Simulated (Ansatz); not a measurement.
`C[Si](C)(S)Cl` + H₂S → `C[Si](C)(S)S` + HCl at 600 K and 1 bar (ligand exchange at the Si–Cl bond).

Program: Ansatz. Geometries: PBE0-D4/def2-TZVP. ΔE: electronic, gas phase. CCSD(T)/CBS adds triple-zeta CCSD(T) − MP2 to the extrapolated MP2 energy (def2 sets, frozen cores). This one scheme is used for every species. One conformer a species, not always the lowest.

```tsv
species	CCSD(T)/CBS energy (Eh)	H − E (kJ/mol)	S (J/(mol·K))
`C[Si](C)(S)Cl`	-1227.07199	297.7	486.7
H₂S	-398.97279	60.8	230.9
`C[Si](C)(S)S`	-1165.64703	324.8	508.3
HCl	-460.38127	35.4	207.2
```

H − E and S are ideal-gas, rigid-rotor, harmonic terms from PBE0-D4/def2-TZVP, for one conformer and one mirror image of each species. 1 Eh = 2625.50 kJ/mol, R = 8.31446 J/(mol·K).

By hand: ΔE, ΔH, ΔS and ΔG.

ΔE = (-1165.64703) + (-460.38127) − (-1227.07199) − (-398.97279) = 0.01648 Eh = 43.3 kJ/mol. Δ(H − E) = 324.8 + 35.4 − 297.7 − 60.8 = 1.7, so ΔH = 45.0 kJ/mol. ΔS = 508.3 + 207.2 − 486.7 − 230.9 = -2.1 J/(mol·K). ΔG = 45.0 − 600 × (-2.1)/1000 = 46.3 kJ/mol.

By hand: the equilibrium constant, and the temperature at which ΔG would vanish if ΔH and ΔS stayed fixed.

log₁₀ K = −ΔG/(RT ln 10) = -4.0. ΔH and −TΔS have one sign here, so there is no such temperature. One of them is within its doubt of zero, so this could turn.

The number of gas molecules stays the same, so ΔS is small and ΔH decides. A doubt of 5 kJ/mol in ΔE shifts log₁₀ K by 0.4 here. Other conformers and mirror images would add mixing entropy, several J/(mol·K) or more a flexible species. These are equilibria of isolated gas molecules and say nothing of rates. Largest T1 diagnostic: 0.010 (customary marks: 0.02 for closed shells, 0.045 for open ones).
